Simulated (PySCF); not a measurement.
Species: C6H10ClF.
Geometry (GFN2-xTB, Å), atoms numbered from 1 in this order:
```
atom  x, y, z in Å
F1     0.135    2.713    0.258
C2     0.075    1.419   -0.217
C3    -1.235    0.762    0.195
C4    -1.290   -0.655   -0.368
C5    -0.098   -1.472    0.124
C6     1.218   -0.800   -0.264
C7     1.284    0.625    0.271
Cl8    1.326    0.604    2.062
H9     0.136    1.506   -1.312
H10   -1.287    0.737    1.284
H11   -2.068    1.362   -0.173
H12   -1.281   -0.614   -1.460
H13   -2.220   -1.133   -0.058
H14   -0.133   -2.476   -0.302
H15   -0.145   -1.562    1.210
H16    2.060   -1.373    0.126
H17    1.308   -0.761   -1.353
H18    2.207    1.125   -0.035
```

Computed with PBE0/def2-SVPD in PySCF (dipole) on a GFN2-xTB geometry, gas phase.

Take the most abundant isotopes and a rigid rotor. The values belong to one conformer with, in the numbering `[F:1][C@@H:2]1[CH2:3][CH2:4][CH2:5][CH2:6][C@@H:7]1[Cl:8]`, F1–C2–C3–C4 179°, C2–C3–C4–C5 58°, C3–C4–C5–C6 -58°, C4–C5–C6–C7 56°.

Question: What are A, B and C (GHz)?

Answer: Ia = 248.54, Ib = 295.16, Ic = 422.01 u·Å²; 505379 MHz·u·Å²/I gives 2033, 1712 and 1198 MHz, that is A = 2.0334, B = 1.7122, C = 1.1976 GHz.

Question: What kind of rotor is it?

Answer: An asymmetric top: κ = (2 × 1712 − 2033 − 1198)/(2033 − 1198) = 0.23.

Question: Is it planar, by Δ = Ic − Ia − Ib?

Answer: Not planar: Δ = Ic − Ia − Ib = -121.69 u·Å². For a rigid frame Δ = −2 Σ m c², so Σ m c² = 60.85 u·Å² lies off the ab plane: 16.63 from hydrogen and 44.21 from heavier atoms. The atom farthest from that plane is 1.95 Å away.

Question: Give the other two planar moments, Paa and Pbb, and the rms extents of the mass along the axes.

Answer: Paa = Σ m a² = (Ib + Ic − Ia)/2 = 234.32 and Pbb = Σ m b² = (Ia + Ic − Ib)/2 = 187.69 u·Å². With the mass M = 136.05 u, the rms extents √(P/M) along a, b and c are 1.31, 1.17, 0.67 Å.

Question: Where do the levels up to J = 4 lie, in cm⁻¹?

Answer: Above 0(0,0):
J = 1: 1(0,1) 0.0971, 1(1,1) 0.1078, 1(1,0) 0.1249
J = 2: 2(0,2) 0.2811, 2(1,2) 0.2847, 2(1,1) 0.3362, 2(2,1) 0.3684, 2(2,0) 0.3785
J = 3: 3(0,3) 0.5441, 3(1,3) 0.5449, 3(1,2) 0.6433, 3(2,2) 0.6595, 3(2,1) 0.6978, 3(3,1) 0.7613, 3(3,0) 0.7658
J = 4: 4(0,4) 0.8859, 4(1,4) 0.8861, 4(1,3) 1.0337, 4(2,3) 1.0392, 4(2,2) 1.1222, 4(3,2) 1.1622, 4(3,1) 1.1863, 4(4,1) 1.2879, 4(4,0) 1.2896

Question: Which lines would a microwave search look for?

Answer: The dipole components are |μa| = 2.96 D, |μb| = 0.10 D, |μc| = 1.35 D. Intensities carry the squares of the components, which stand as 1.00 : 0.00 : 0.21 (a : b : c). Some lines, for components of 0.1 D or more:

| type | branch | J(Ka,Kc) | MHz | lower level (cm⁻¹) |
| --- | --- | --- | --- | --- |
| a | Q | 4(3,1) ← 4(3,2) | 720 | 1.162 |
| b | Q | 3(3,0) ← 3(2,1) | 2039 | 0.698 |
| b | Q | 5(4,1) ← 5(3,2) | 2604 | 1.721 |
| b | Q | 4(2,2) ← 4(1,3) | 2651 | 1.034 |
| b | Q | 3(2,2) ← 3(1,3) | 3436 | 0.545 |
| a | Q | 5(2,3) ← 5(2,4) | 4083 | 1.503 |
| c | Q | 5(5,1) ← 5(4,1) | 4258 | 1.807 |
| a | Q | 4(1,3) ← 4(1,4) | 4427 | 0.886 |
| b | Q | 4(2,3) ← 4(1,4) | 4590 | 0.886 |
| b | Q | 5(5,1) ← 5(4,2) | 4628 | 1.795 |
| b | Q | 5(3,3) ← 5(2,4) | 4642 | 1.503 |
| b | R | 2(2,0) ← 1(1,1) | 8116 | 0.108 |
| a | R | 3(1,2) ← 2(1,1) | 9207 | 0.336 |
| a | R | 3(2,1) ← 2(2,0) | 9573 | 0.378 |
| a | R | 4(1,4) ← 3(1,3) | 10228 | 0.545 |
| c | R | 3(2,1) ← 2(1,1) | 10841 | 0.336 |
| b | R | 5(1,5) ← 4(0,4) | 12635 | 0.886 |
| b | R | 5(2,4) ← 4(1,3) | 14059 | 1.034 |
| c | R | 4(2,2) ← 3(1,2) | 14354 | 0.643 |
| a | R | 5(3,3) ← 4(3,2) | 14849 | 1.162 |
| c | R | 4(3,2) ← 3(2,2) | 15071 | 0.660 |
| c | R | 5(2,4) ← 4(1,4) | 18486 | 0.886 |
| c | R | 5(4,2) ← 4(3,2) | 18970 | 1.162 |
| b | R | 5(5,1) ← 4(4,0) | 19779 | 1.290 |
| b | R | 5(3,2) ← 4(2,3) | 20426 | 1.039 |

Question: Estimate the classical rotational partition function at 25 K, 100 K and 200 K.

Answer: Point group C1, symmetry number σ = 1; q = (√π/σ)·√((kT/h)³/(ABC)), k/h = 20836.6 MHz/K: 10300 at 25 K, 82600 at 100 K, 234000 at 200 K.

Not checked by GFN2-xTB frequencies. Constants of a rigid frame at the computed geometry: no zero-point averaging, no centrifugal distortion. Quadrupole hyperfine structure (35Cl) is left out.

Time: 2.8 min wall, 2.3 min CPU (with the writing of density and orbital grids); peak memory 1.1 GiB. Hardware: an AMD EPYC with one thread, shared host with 64 logical CPUs at a one-minute load of 56. This is the PBE0/def2-SVPD job that gave the dipole, with the excitations it also computed.
